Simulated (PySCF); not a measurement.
## MI for M along group 12

r²SCAN with double-zeta basis sets in PySCF, for the lowest determinant that a PBE0 search found; no spin–orbit coupling. De refers to high-spin ground-configuration atoms. A positive dipole means M(−)I(+).

```json
{"M": "Zn", "basis": "def2-SVP", "state (unpaired electrons)": "doublet (σ ↑)", "Re (Å)": "2.499", "ωe (cm⁻¹)": "223", "De (eV)": "1.79", "μ (D)": "-2.97"}
{"M": "Cd", "basis": "def2-SVP", "state (unpaired electrons)": "doublet (σ ↑)", "Re (Å)": "2.699", "ωe (cm⁻¹)": "173", "De (eV)": "1.39", "μ (D)": "-3.00"}
{"M": "Hg", "basis": "def2-SVP", "state (unpaired electrons)": "doublet (σ ↑)", "Re (Å)": "2.821", "ωe (cm⁻¹)": "114", "De (eV)": "0.63", "μ (D)": "-2.32"}
```

The shortest bond is that of ZnI (2.499 Å), the longest that of HgI (2.821 Å). ZnI is bound most strongly (1.79 eV) and HgI least (0.63 eV).

Down a group the atoms grow and get heavier, so bonds lengthen and wavenumbers fall; this series shows no clear exception.

These are scalar-relativistic numbers at best; spin–orbit coupling would shift them, the dissociation energy most. States were picked by a PBE0 search and need not be the measured ground states.
